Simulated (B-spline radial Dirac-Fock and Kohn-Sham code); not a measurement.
Compton profile of Ti¹²⁺

System: the Ti¹²⁺ ion in the configuration [He] 2s2 2p6.

These are calculated numbers from an atomic code on a B-spline grid; the model is the impulse approximation on Dirac-Fock orbitals of the configuration average with a finite nucleus. pz is in atomic units of momentum; subshell profiles are per electron, for a selection of subshells; open shells are spread over both j values by their weights.

| pz | J total | J 1s1/2 | J 2p1/2 | J 2p3/2 |
| --- | --- | --- | --- | --- |
| 0 | 0.8477 | 0.0394 | 0.0776 | 0.0782 |
| 0.3 | 0.8453 | 0.0394 | 0.0776 | 0.0782 |
| 0.4 | 0.8433 | 0.0394 | 0.0776 | 0.0782 |
| 0.5 | 0.8409 | 0.0394 | 0.0776 | 0.0782 |
| 0.6 | 0.8379 | 0.0394 | 0.0776 | 0.0781 |
| 0.8 | 0.8302 | 0.0393 | 0.0775 | 0.0781 |
| 1 | 0.8205 | 0.0392 | 0.0774 | 0.0780 |
| 1.2 | 0.8088 | 0.0391 | 0.0773 | 0.0779 |
| 1.4 | 0.7952 | 0.0389 | 0.0770 | 0.0776 |
| 1.6 | 0.7798 | 0.0388 | 0.0767 | 0.0773 |
| 1.8 | 0.7627 | 0.0386 | 0.0762 | 0.0768 |
| 2 | 0.7440 | 0.0384 | 0.0756 | 0.0761 |
| 2.5 | 0.6918 | 0.0378 | 0.0733 | 0.0738 |
| 3 | 0.6337 | 0.0372 | 0.0699 | 0.0703 |
| 4 | 0.5116 | 0.0355 | 0.0602 | 0.0604 |
| 5 | 0.3977 | 0.0335 | 0.0485 | 0.0484 |
| 7 | 0.2295 | 0.0290 | 0.0270 | 0.0268 |
| 10 | 0.1059 | 0.0217 | 0.00950 | 0.00930 |
| 15 | 0.03817 | 0.0120 | 0.00166 | 0.00159 |
| 20 | 0.01650 | 0.00614 | 0.000352 | 0.000332 |
| 30 | 0.003862 | 0.00162 | 2.83e-05 | 2.56e-05 |
| 40 | 0.001119 | 0.000488 | 4.04e-06 | 3.49e-06 |
| 60 | 0.0001556 | 6.97e-05 | < 1e-6 | < 1e-6 |
| 100 | 1.072e-05 | 4.87e-06 | < 1e-6 | < 1e-6 |

J(0) = 0.8477. The 2p3/2 subshell gives the largest part, 37 %.

Mean momentum ⟨p⟩ by subshell (a.u.): 1s1/2 18.5, 2s1/2 6.05, 2p1/2 8.12, 2p3/2 8.05.
